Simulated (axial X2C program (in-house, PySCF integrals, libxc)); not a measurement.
## Spin–orbit effects down a group: molecules with Ca (ions), PBE0

All values come from calculations with an in-house relativistic program for diatomic molecules, spin-free (one-electron X2C) or two-component (2c: spin–orbit coupling with atomic mean-field Coulomb and Gaunt terms, which also bring small scalar terms), in Dyall basis sets with cores contracted in-house; open shells are unrestricted.

Basis sets: Br dyall-acv3z, Ca dyall-acv3z, Cl dyall-av3z, F dyall-av3z.

| molecule | spin-free state | Re (Å) | ωe (cm⁻¹) | De (eV) | 2c state | Re 2c (Å) | ωe 2c (cm⁻¹) | De 2c (eV) |
| --- | --- | --- | --- | --- | --- | --- | --- | --- |
| CaF⁻ | M_S = 0, Λ = 0 | 1.992 | 520.2 | 3.31 | Ω = 0 | 1.992 | 520.2 | 3.31 |
| CaCl⁻ | M_S = 0, Λ = 0 | 2.533 | 294.2 | 1.93 | Ω = 0 | 2.533 | 294.2 | 1.93 |
| CaBr⁻ | M_S = 0, Λ = 0 | 2.714 | 218.0 | 1.64 | Ω = 0 | 2.714 | 217.8 | 1.64 |

Problem. Work out the shifts from the spin-free to the two-component result.

Solution. 

| molecule | 2c state | ΔRe (Å) | Δωe (cm⁻¹) | ΔDe (eV) |
| --- | --- | --- | --- | --- |
| CaF⁻ | Ω = 0 | 0.000 | 0.0 | 0.00 |
| CaCl⁻ | Ω = 0 | 0.000 | 0.0 | 0.00 |
| CaBr⁻ | Ω = 0 | 0.000 | -0.2 | 0.00 |

Shifts of one unit in the last digit are rounding.

Fragments in 2c: Ca + F-, Ca + Cl-, Br- + Ca. Each entry is the lowest single determinant of a limited PBE0 search at one distance. De goes to single-determinant-based atoms at the same level (for ions the charge split of lowest energy) and is withheld (n/a) where an atom does not fit its ground term or J level. Main or longest-lived isotopes.
